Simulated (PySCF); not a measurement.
CH6O2Si2, SMILES O=C([SiH3])[SiH2]O.

The structure is a stationary point at B3LYP-D3(BJ)/def2-SVP. The geometry has at least one imaginary mode, so it is a saddle point at that level. This is a generated structure with no PubChem entry under its InChIKey; it may be hypothetical. Other conformers were not sampled.

Computed with PBE/def2-TZVP (PySCF).

Symmetry labels are those of the subgroup Cs that the program uses (full group Cs).

Computed valence orbital energies around the gap with their symmetry:
```json
[
 {"orbital": "HOMO−7", "symmetry": "A'", "energy (eV)": "-10.53"},
 {"orbital": "HOMO−6", "symmetry": "A'", "energy (eV)": "-9.92"},
 {"orbital": "HOMO−5", "symmetry": "A\"", "energy (eV)": "-9.14"},
 {"orbital": "HOMO−4", "symmetry": "A'", "energy (eV)": "-8.99"},
 {"orbital": "HOMO−3", "symmetry": "A\"", "energy (eV)": "-8.86"},
 {"orbital": "HOMO−2", "symmetry": "A'", "energy (eV)": "-8.54"},
 {"orbital": "HOMO−1", "symmetry": "A\"", "energy (eV)": "-7.34"},
 {"orbital": "HOMO", "symmetry": "A'", "energy (eV)": "-5.56"},
 {"orbital": "LUMO", "symmetry": "A\"", "energy (eV)": "-3.30"},
 {"orbital": "LUMO+1", "symmetry": "A'", "energy (eV)": "-1.18"},
 {"orbital": "LUMO+2", "symmetry": "A'", "energy (eV)": "-0.63"},
 {"orbital": "LUMO+3", "symmetry": "A\"", "energy (eV)": "0.28"}
]
```
